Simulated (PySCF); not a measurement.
Ligand exchange on a metal centre used in film growth or etching (Nb OH-NH2). Gas-phase values, no solvent. One relaxed conformer stands for each flexible species; it need not be the lowest.

The charge on the central atom (Mulliken) from two functionals at the same geometries (PBE-D3(BJ)/def2-SVP), both in PySCF: PBE-D3(BJ)/def2-TZVP and TPSSh-D3(BJ)/def2-TZVP. 

| species | PBE-D3(BJ)/def2-TZVP (e) |
|---|---|
| 1 of 5 OH replaced by NH2 | 1.61 |
| 3 of 5 OH replaced by NH2 ([Nb(OH)2(NH2)3]) | 1.69 |
| 4 of 5 OH replaced by NH2 | 1.61 |
| 5 of 5 OH replaced by NH2 ([Nb(NH2)5]) | 1.59 |

What does TPSSh-D3(BJ)/def2-TZVP give for each?


- 1 of 5 OH replaced by NH2: 1.87
- 3 of 5 OH replaced by NH2 ([Nb(OH)2(NH2)3]): 1.96
- 4 of 5 OH replaced by NH2: 1.81
- 5 of 5 OH replaced by NH2 ([Nb(NH2)5]): 1.76
Over these rows, drawn at random from the members with no instability flagged (it was tested for open shells, ions and some series alone), PBE minus TPSSh-D3(BJ): mean -0.22 e, from -0.27 e to -0.16 e.
